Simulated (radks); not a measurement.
Al, 13 electrons, occupied as [Ne] 3s2 3p1. Calculated with a radial shooting solver on a logarithmic mesh with Libxc functionals: scalar-relativistic Kohn-Sham, OLYP, spin-polarised, spherical densities, point nucleus; open shells are filled with parallel spins first.

Radial electron density D(r) = 4 pi r^2 rho(r):

```
   r/bohr * D(r) (the largest magnitude, 14.6, reaches the edge; | marks zero)
   0.0044 |*
  0.00573 | *
 0.007402 |  *
 0.009561 |    *
  0.01245 |       *
  0.01608 |           *
  0.02094 |                *
  0.02705 |                       *
  0.03522 |                                *
   0.0455 |                                          *
  0.05877 |                                                  *
  0.07653 |                                                      *
  0.09886 |                                                    *
   0.1287 |                                            *
   0.1663 |                                   *
   0.2148 |                               *
   0.2797 |                                    *
   0.3613 |                                            *
   0.4705 |                                               *
   0.6077 |                                       *
    0.785 |                         *
    1.022 |           *
     1.32 |    *
    1.719 |   *
    2.221 |    *
    2.892 |   *
    3.736 | *
    4.826 |*
    6.284 *
    8.117 *
    10.57 *
```

D(r) has 3 maxima, at r = 0.0803, 0.448, 2.13 bohr, and minima at 0.215, 1.63 bohr, inside which lie 2.20, 10.33 electrons.
